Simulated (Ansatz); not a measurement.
Task: Name a neutral molecule of B, C, Cl, Si and H with LUMO energy (PBE0/def2-TZVPP) between -3.20 and -2.90 eV and HOMO energy (PBE0/def2-TZVPP) between -7.90 and -7.60 eV (Ansatz, PBE0-D4/def2-TZVP geometry).

Result: `C[SiH](Cl)B[SiH3]` (-2.96 eV, -7.81 eV). Other molecules can fit too; these were computed, each in one conformer that needn't be the lowest.
